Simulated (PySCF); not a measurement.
In(Cl)3 cation (Cl₃In), SMILES [Cl][In]([Cl])[Cl] (connectivity only; charge and spin as stated), charge +1, multiplicity 2.

Geometry optimised at B3LYP-D3(BJ)/def2-SVP. The multiplicity is an assumed one; other spin states were not compared. The isomer is the one that the SMILES or the coordinates give; other isomers of the formula were not compared. The def2 effective core potentials stand for the cores of In; spin–orbit coupling is left out.

The numbers are results of B3LYP-D3(BJ)/def2-SVP (PySCF), not measurements.

Frequencies are harmonic and unscaled.

```
mode  ν (cm⁻¹)  IR (km/mol)  moving atoms (share of kinetic energy)
----  --------  -----------  --------------------------------------
1           55          2.8                        Cl 65 %, In 35 %
2           75          5.7                        Cl 54 %, In 46 %
3          154          4.7                        Cl 90 %, In 10 %
4          242          2.4                        Cl 88 %, In 12 %
5          324          1.7                                 Cl 98 %
6          436         31.8                        Cl 64 %, In 36 %
```
